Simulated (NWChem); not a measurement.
# FeHOF, quintet; SMILES [Fe]([OH])[F]

```xyz
4

Fe    -0.0038    -0.0194     0.0000
F     -0.0066    -1.7592     0.0000
O     -0.0645     1.7465     0.0000
H      0.6749     2.3653     0.0000
```
Atoms are numbered in this order, from 1.

All runs: NWChem. Pople sets run with spherical d functions. Spin-unrestricted. In the optimisation the excess spin sits in a' and a" (Cs, its own frame). All runs use the structure optimised with B3LYP/6-31G* (spherical d), spin-unrestricted. This spin state was assumed; another may lie lower. No stability test was run on the SCF state.

Q: Order these by “lowest empty minus highest occupied level, either spin (eV)”, lowest first: PBE0/6-31G*; PBE0/STO-3G; PBE0/3-21G.

A: PBE0/6-31G* (3.78), PBE0/3-21G (4.39), PBE0/STO-3G (5.87)
